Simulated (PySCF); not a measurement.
## How good is the calculation?

Geometry:
| atom | x (Å) | y (Å) | z (Å) |
| --- | --- | --- | --- |
| F1 | 1.229 | 2.418 | 0.065 |
| C2 | 0.595 | 1.254 | 0.026 |
| C3 | -0.784 | 1.194 | -0.109 |
| C4 | -1.423 | -0.045 | -0.146 |
| C5 | -0.677 | -1.210 | -0.047 |
| F6 | -1.261 | -2.400 | -0.079 |
| C7 | 0.711 | -1.154 | 0.089 |
| F8 | 1.424 | -2.261 | 0.184 |
| C9 | 1.349 | 0.084 | 0.125 |
| F10 | 2.662 | 0.143 | 0.252 |
| H11 | -1.346 | 2.126 | -0.185 |
| H12 | -2.505 | -0.123 | -0.252 |

The experiment to reproduce: δ ¹⁹F F1/F6 -139.9; F8/F10 -156.4 ppm (measured; G. Saielli, R. Bini, A. Bagno, Computational 19F NMR. 2. Organic compounds, RSC Adv. 2014, ESI (exp. from Berger-Braun-Kalinowski 1994 and Everett 1995)).

- NMR shieldings at PBE/pcSseg-1/GIAO
- PBE0-D3(BJ)/def2-SVP geometry
- program: PySCF 2.14.0 with density-fitted response routines
- one averaged value for each set of equivalent atoms, non-relativistic Hamiltonian, one computed conformer, gas phase

(1) What does the calculation give, and how does it compare?

(2) How far are the unscaled ¹⁹F shifts from the references?

Results:

(1) 
Reference values: measured (G. Saielli, R. Bini, A. Bagno, Computational 19F NMR. 2. Organic compounds, RSC Adv. 2014, ESI (exp. from Berger-Braun-Kalinowski 1994 and Everett 1995)).
```json
{"atoms": "F1/F6", "quantity": "δ ¹⁹F vs CFCl3", "reference": "-139.9", "computed": "-154.7"}
{"atoms": "F8/F10", "quantity": "δ ¹⁹F vs CFCl3", "reference": "-156.4", "computed": "-176.7"}
```

Computed shifts are σ(ref) − σ with the named reference compound (TMS for H and C) calculated as an isolated molecule at the same level.

(2) Mean signed difference -17.55 ppm, mean absolute 17.55 ppm over 2 comparisons; the largest is -20.3 ppm at F8/F10 (aryl fluorine).
